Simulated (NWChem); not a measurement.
System: C2H2N3, doublet; SMILES [c]1ncn[nH]1

In the optimisation the excess spin sits in a' (Cs, its own frame).

Problem. Give the equilibrium geometry at PBE0/def2-SVP, spin-unrestricted (NWChem) as an XYZ file, with the point group.

Solution. point group Cs; any orientation.
```
7

C     -1.1401     0.0996     0.0000
N     -0.4162     1.1579     0.0000
C      0.8485     0.6412     0.0000
N      0.9041    -0.6754     0.0000
N     -0.3997    -1.0157     0.0000
H      1.7477     1.2562     0.0000
H     -0.6860    -1.9864     0.0000
```
